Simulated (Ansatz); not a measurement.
A structure relaxed at PBE0-D4/def2-TZVP, charge 0, multiplicity 1:

| atom | x (Å) | y (Å) | z (Å) |
| --- | --- | --- | --- |
| F1 | -0.162 | -2.001 | 1.024 |
| Si2 | 0.590 | -0.954 | 0.081 |
| Si3 | -0.728 | 0.960 | -0.188 |
| Cl4 | 2.347 | -0.431 | 0.996 |
| H5 | 0.940 | -1.665 | -1.170 |
| H6 | -2.023 | 0.602 | -0.823 |
| H7 | 0.006 | 1.913 | -1.061 |
| H8 | -0.970 | 1.577 | 1.141 |

Give its formula and SMILES.

ClFH4Si2, `F[SiH]([SiH3])Cl`.

Summarise the bond lengths by kind.

1 × F–Si 1.597 Å; 1 × Si–Si 2.339 Å; 1 × Cl–Si 2.049 Å; 4 × H–Si 1.481 to 1.487 Å.

All numbers were calculated with Ansatz.
